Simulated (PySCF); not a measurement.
A structure optimised at PBE0-D3(BJ)/def2-TZVP, used in a PySCF frequency run:

```xyz
3

Zn     0.0000     0.0000     0.0000
Cl     0.0000     0.0000    -2.0837
Cl     0.0000     0.0000     2.0837
```
Charge 0, spin multiplicity 1.

### Question
Write its SMILES, formula and point group.

### Answer
[Cl][Zn][Cl], Cl2Zn, D∞h

### Question
What are its rotational constants (standard atomic weights)?

### Answer
1.6417 GHz (linear rotor, B only)
